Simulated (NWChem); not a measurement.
Molecule: BeHF; SMILES [BeH][F]

All runs: NWChem. Structure relaxed at the PBE-D3(BJ)/def2-SVP level. B3LYP is NWChem's, with the RPA form of VWN correlation. Vertical excitations in the gas phase; the lowest state need not have the same character in each row.

For level B3LYP/def2-SVP, TDA:

lowest excitation, singlet (eV): 8.37
orbital gap (eV): 9.20

Estimate the same quantities for level PBE/def2-SVP, TDA.

The lowest excitation, singlet (eV) is 8.03 and the orbital gap (eV) comes out as 7.45.
